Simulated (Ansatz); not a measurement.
A nudged elastic band was laid between two geometries of ClH + GaH3O (7 atoms, charge 0, multiplicity 1).

The calculation used RHF/def2-SVP (Ansatz).

```
movable images  : 9
climbing image  : yes
spring          : 5.0 eV/Å²
optimiser       : quadratic models (default)
start path      : through a guess of the saddle point
force threshold : 0.05 eV/Å
iteration limit : 60
end points      : relaxed
```

Image 0:

```xyz
7
Properties=species:S:1:pos:R:3
Ga -0.167 -0.482 -0.180
O -0.526 0.369 1.357
H -1.186 0.029 1.941
H 0.944 0.182 -1.045
H -0.997 -1.777 -0.479
Cl 0.904 3.083 2.252
H 0.292 1.989 1.953
```

Image 10:

```xyz
7
Properties=species:S:1:pos:R:3
Ga 0.078 0.431 -0.138
O -0.133 0.082 1.995
H -0.929 -0.325 2.311
H 1.473 -0.208 -0.437
H -1.320 -0.121 -0.593
Cl 0.129 2.623 0.210
H -0.033 0.911 2.449
```

(1) Which bonds break or form, and what moves?

(2) Give the energies along the band, and the barrier.

(3) What is the geometry of the highest image?

(4) What are the harmonic wavenumbers there?

## Answers

(1) Bonds broken: Cl6–H7. Bonds formed: Ga1–Cl6, O2–H7. ClH + GaH3O becomes ClGaH4O.

(2) The run converged. The highest image is number 6 of 0 to 10, 20.7 kJ/mol above the first end and 144.0 kJ/mol above the last; the last end lies 123.3 kJ/mol below the first. A vibrational analysis at the climbing image gives one clearly imaginary mode, 841i cm⁻¹: a first-order saddle point. The orbitals stay closed-shell, which can raise the energy where a bond breaks towards radicals; this wasn't checked here.

```
image  path coordinate (Å)  energy (kJ/mol)  Cl6–H7 (Å)  Ga1–Cl6 (Å)  O2–H7 (Å)
    0                 0.00              0.0        1.29         4.45       1.91
    1                 0.54              0.4        1.29         4.35       1.91
    2                 1.08              1.2        1.29         4.15       1.92
    3                 1.62              2.2        1.29         3.88       1.95
    4                 2.16              2.9        1.29         3.56       1.99
    5                 2.70              4.6        1.29         3.13       1.93
    6                 3.24             20.7        1.42         2.72       1.41
    7                 3.57            -30.8        1.73         2.57       1.08
    8                 3.90            -95.1        2.03         2.35       0.97
    9                 4.23           -118.8        2.41         2.25       0.95
   10                 4.56           -123.3        2.82         2.22       0.95
```

(3) 
```xyz
7
Properties=species:S:1:pos:R:3
Ga 0.019 -0.007 0.033
O -0.099 0.069 1.909
H -0.868 -0.254 2.358
H 1.463 -0.259 -0.484
H -1.365 -0.194 -0.665
Cl 0.121 2.571 0.884
H -0.006 1.467 1.763
```

(4) 841i, 144, 358, 414, 520, 589, 629, 709, 802, 829, 1067, 1565, 2096, 2125, 4174 cm⁻¹.

Run time: 4.6 min on 1 thread of Arm Neoverse V2 (shared host), peak memory 0.16 GiB.
